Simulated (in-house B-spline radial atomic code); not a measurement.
Values are calculated unless marked as measured or tabulated.
## C6 from the polarisability at imaginary frequency: Cs⁺

RPBE linear response of the closed shell [Kr] 4d10 5s2 5p6, from a B-spline radial code for spherical atoms; scalar-relativistic (spin-free one-electron X2C), finite nucleus, no spin-orbit coupling; shells from n = 3 respond.

The dispersion coefficient of two like species is C6 = (3/π) ∫ α(iu)² du from 0 to ∞.

```json
{"u (hartree)": "0", "α(iu) (bohr³)": "16.35"}
{"u (hartree)": "0.0849", "α(iu) (bohr³)": "16.07"}
{"u (hartree)": "0.198", "α(iu) (bohr³)": "14.97"}
{"u (hartree)": "0.339", "α(iu) (bohr³)": "12.95"}
{"u (hartree)": "0.566", "α(iu) (bohr³)": "9.652"}
{"u (hartree)": "0.849", "α(iu) (bohr³)": "6.661"}
{"u (hartree)": "1.27", "α(iu) (bohr³)": "4.147"}
{"u (hartree)": "1.98", "α(iu) (bohr³)": "2.296"}
{"u (hartree)": "2.83", "α(iu) (bohr³)": "1.398"}
{"u (hartree)": "4.24", "α(iu) (bohr³)": "0.7817"}
{"u (hartree)": "7.07", "α(iu) (bohr³)": "0.3562"}
{"u (hartree)": "14.1", "α(iu) (bohr³)": "0.1148"}
```

Task: Fit one oscillator, α(iu) = α(0)/(1 + u²/ω²), through u = 0.339 and estimate C6.

Result: From α(0)/α(iu) − 1 = 16.35/12.95 − 1 = 0.2625, ω = u/√0.2625 = 0.6616 hartree (18.0 eV). London's formula gives C6 = (3/4) α(0)² ω = 0.75 × 16.35² × 0.6616 = 132.6 hartree·bohr⁶, and the oscillator holds f = α(0) ω² = 7.16 electrons, of a sum of oscillator strengths of 47.5.

Task: How does that compare with the full integral?

Result: The program's quadrature over all excitations gives C6 = 142.6, so the single oscillator is off by -7.0 %. At the last point the fit gives α = 0.0359 against 0.115: higher excitations, and deeper shells where there are any, keep the true curve higher at large u.
